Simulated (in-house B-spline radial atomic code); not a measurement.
Results of a calculation; reference values are marked as such.
Building a PAW p channel for Te, r_c = 2.76 bohr

Te, [Kr] 4d10 5s2 5p4, non-relativistic LDA (VWN5), spherical and spin-unpolarised, from an all-electron radial atomic-structure program (B-spline basis) (atomic units; all potentials screened as in the neutral atom).

Two all-electron partial waves φ1, φ2 are integrated outwards at E1 = ε(5p) = -0.226594 and E2 = E1 + 2 hartree; φ1 is the bound orbital and φ2 has unit norm inside r_c = 2.7605 bohr. Smooth partners are polynomials, r^2(a0 + a1 r² + a2 r⁴ + a3 r⁶), matched to φ and three derivatives at r_c, with no condition on the norm. The local potential is -3.68104 + (1.12423) r² + (-0.14339) r⁴ + (0.00674737) r⁶ inside 2.3205 bohr and the all-electron one outside.

```tsv
wave	φ(r_c)	φ'(r_c)	a0	a1	a2	a3
1	0.6134271	-0.1899836	0.3750095	-0.07198724	0.005657276	-0.0001682627
2	1.054049	0.4409364	-1.065021	0.4208067	-0.04727011	0.001675903
```

Inside r_c the overlaps are <φi φj> = [[0.59661, -0.11768], [-0.11768, 1.00000]] and, for the smooth waves, [[0.63651, -0.09412], [-0.09412, 0.90687]]. With χj = (Ej − T − V_local) applied to smooth wave j, the program's quadrature gives the matrix B_ij = <smooth i, χj> as [[0.21078, -0.29873], [-0.34586, 1.02016]].

**Question.** Check the match of the first wave, and find the augmentation charges q_ij.

**Answer.** At r_c the four terms are 2.85771, -4.18029, 2.50342, -0.56740, which sum to 0.6134, φ1(r_c) to rounding. q_ij is the all-electron overlap less the smooth one: [[-0.03990, -0.02356], [-0.02356, 0.09313]]. The smooth first wave has a norm of 0.6365 inside r_c against 0.5966, so q11 is negative and must stay small enough for the overlap operator to be positive.

**Question.** B isn't symmetric. Show that D_ij = B_ij + Ej q_ij is.

**Answer.** Integrating by parts gives B12 − B21 = (E1 − E2) q12: -0.29873 − (-0.34586) = 0.04712, and −2 × (-0.02356) = 0.04712. So D12 = -0.29873 + (1.773406)(-0.02356) = -0.34052 and D21 = -0.34586 + (-0.226594)(-0.02356) = -0.34052; D11 = 0.21982, D22 = 1.18532. The projectors, p = (B⁻¹)ᵀ χ, are dual to the smooth waves; det B = 0.11.

Solving (T + V_local + Σ p D p) ψ = E (1 + Σ p q p) ψ in a sphere of 9 bohr, whose wall lifts the free-atom level a little, gives these levels:

```json
{"all-electron": "-0.226444", "one projector": "-0.226444", "two projectors": "-0.226444"}
{"all-electron": "0.099346", "one projector": "0.098647", "two projectors": "0.099212"}
{"all-electron": "0.435148", "one projector": "0.429596", "two projectors": "0.434538"}
{"all-electron": "0.934256", "one projector": "0.906672", "two projectors": "0.933257"}
{"all-electron": "1.583670", "one projector": "1.482290", "two projectors": "1.583510"}
```

**Question.** What does the second projector gain?

**Answer.** With one projector the errors are 0.00, -0.70, -5.55, -27.58, -101.38 millihartree. With two the errors are 0.00, -0.13, -0.61, -1.00, -0.16 millihartree. The scattering is exact at E1 and at E2 = 1.773, and over all levels compared the largest error is 1 millihartree. The lowest eigenvalue of the overlap operator is 0.8095 with one and 0.8756 with two projectors. The smooth orbital alone needs a cutoff of 2.78 hartree for 1 millihartree of kinetic energy, against 5.51 for a norm-conserving Troullier-Martins orbital of the same radius; part of the gain comes from giving up the norm, part from the simpler form.
